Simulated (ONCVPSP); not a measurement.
**phosphorus, ONCV: configuration errors across variants**

* Element: P (Z = 15)
* Generator: ONCVPSP 4.0.1
* Type: optimised norm-conserving Vanderbilt (ONCV)
* Functional: PBE
* Relativity: fully relativistic
* Frozen core: [Ne]
* Valence charge: 5
* Reference configuration: 3s1.5 3p3.5
* Partial waves: 3s: rc 1.65 bohr, ncon 3, nbas 7, qcut 4.5 1/bohr, 2 projectors, debl 2.9 Ha; 3p: rc 1.85 bohr, ncon 3, nbas 6, qcut 4.3 1/bohr, 1 projector; d scattering state at 0.02 Ha: rc 1.65 bohr, ncon 3, nbas 7, qcut 5.3 1/bohr, 3 projectors, debl 2.1 Ha
* Local potential: polynomial inside 1.45 bohr (lpopt 5, dvloc0 1 Ha)
* Core correction: polynomial model core, fcfact 0.15

Open shells are filled in proportion to 2j + 1.

All-electron excitation energies from the reference (eV): (1) 3s2 3p3 -4.249; (2) 3s2 3p2 5.480; (3) 3s2 3p1 24.627; (4) 3s2 3p0 54.367.

Errors AE − PS in meV (a dash: test not solved or not reliable):

| change | (1) | (2) | (3) | (4) | bound ghosts | GHOST(+) flags above zero |
| --- | --- | --- | --- | --- | --- | --- |
| base | -0.6 | +1.3 | +16 | +49 | none | s |
| all radii but the core radius scaled by about 0.81 (s 1.34, p 1.50, d 1.34 bohr); local potential polynomial inside 1.16 bohr (lpopt 5, dvloc0 1 Ha) | +0.3 | +2.1 | +18 | +55 | none | s, d5/2, d3/2 |
| all radii but the core radius scaled by about 0.89 (s 1.46, p 1.64, d 1.46 bohr); local potential polynomial inside 1.28 bohr (lpopt 5, dvloc0 1 Ha) | -0.1 | +1.8 | +16 | +54 | none | d5/2, d3/2 |
| all radii but the core radius scaled by about 1.11 (s 1.84, p 2.06, d 1.84 bohr); local potential polynomial inside 1.62 bohr (lpopt 5, dvloc0 1 Ha) | -1.3 | +0.8 | +15 | +48 | none | none |
| all radii but the core radius scaled by about 1.29 (s 2.12, p 2.38, d 2.12 bohr); local potential polynomial inside 1.86 bohr (lpopt 5, dvloc0 1 Ha) | -2.9 | +1.3 | +23 | +62 | none | none |

Task: Give the same row for: all radii but the core radius scaled by about 1.22 (s 2.00, p 2.26, d 2.00 bohr); local potential polynomial inside 1.76 bohr (lpopt 5, dvloc0 1 Ha).

Result: -2.2, +0.4, +17, +53; bound ghosts: none; GHOST(+) flags above zero: none.
